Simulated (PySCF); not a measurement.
# Arsenic: a sound run and one with changed settings

Sound run: As [Ar] 3d10 4s2 4p3, As⁺ [Ar] 3d10 4s2 4p2. All numbers are calculated (PySCF 2.14, the spin-free X2C one-electron Hamiltonian (Gaussian nucleus), in cc-pVDZ-DK). In the sound run the correlated levels freeze [Ar] 3d10. The sound run starts from symmetry-adapted Hartree-Fock orbitals and uses a fine grid where one is needed.

A second run was set up differently.

```
species   method  sound run (hartree)  changed run (hartree)  converged
     As      UHF          -2258.91690            -2258.91690        yes
     As    M06-L          -2260.52251            -2260.52251        yes
     As   r2SCAN          -2260.59359            -2260.59359        yes
     As      MP2          -2258.97105            -2258.96580        yes
     As  CCSD(T)          -2258.98623            -2258.98623        yes
    As⁺      UHF          -2258.57056            -2258.57056        yes
    As⁺    M06-L          -2260.16631            -2260.16631        yes
    As⁺   r2SCAN          -2260.22254            -2260.22254        yes
    As⁺      MP2          -2258.61262            -2258.60850        yes
    As⁺  CCSD(T)          -2258.62952            -2258.62952        yes
```

Ionisation energy of As:

```tsv
method	sound run (eV)	changed run (eV)
UHF	9.425	9.425
M06-L	9.692	9.692
r2SCAN	10.097	10.097
MP2	9.753	9.723
SCS-MP2	9.636	9.616
CCSD	9.704	9.704
CCSD(T)	9.707	9.707
```

Task: What was changed?
A. level shift left on
B. all electrons correlated in a valence basis
C. basis contracted for another Hamiltonian
D. angular grid far too coarse

Result: A. It used initial guess atom, at most 50 SCF cycles, level shift 0.1 hartree. A level shift leaves the converged SCF energy unchanged but raises the virtual orbital energies, which shrinks MP2 if it is not removed.
